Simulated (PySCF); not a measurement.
# Electron correlation in Sn (tin, neutral)

[Kr] 4d10 5s1 5p2 6s1, high-spin 5P determinant (an excited configuration). Calculation: PySCF 2.14, in x2c-TZVPPall with one added diffuse shell each of s, p, d, f type (9s7p5d3f, 76 functions); scalar relativity by spin-free X2C-1e. Frozen: [Ar] 3d10; 22 electrons correlated.

MP2 pair energies summed by pair of shells (mhartree):

| pair | energy | share (%) |
| --- | --- | --- |
| 4d-4d | -158.81 | 49.3 |
| 4p-4d | -49.93 | 15.5 |
| 4d-5p | -32.13 | 10.0 |
| 4d-5s | -21.48 | 6.7 |
| 4p-4p | -15.62 | 4.8 |
| 4s-4d | -10.97 | 3.4 |
| 4s-4p | -7.81 | 2.4 |
| 5p-6s | -5.13 | 1.6 |
| 5p-5p | -4.04 | 1.3 |
| 4d-6s | -3.97 | 1.2 |
| 4p-5s | -3.09 | 1.0 |
| 5s-5p | -3.02 | 0.9 |
| 4p-5p | -2.80 | 0.9 |
| 4s-4s | -1.44 | 0.4 |
| 5s-6s | -1.01 | 0.3 |
| 4p-6s | -0.36 | 0.1 |
| 4s-5p | -0.29 | 0.1 |
| 4s-5s | -0.28 | 0.1 |
| 4s-6s | -0.03 | 0.0 |

Total MP2 correlation energy: -322.25 mhartree.

Same-spin part -127.39 and opposite-spin part -194.87 mhartree; SCS-MP2 scales them by 1/3 and 6/5 to -276.30 mhartree.

This basis was not built for core-valence correlation, so the inner-shell part is incomplete.
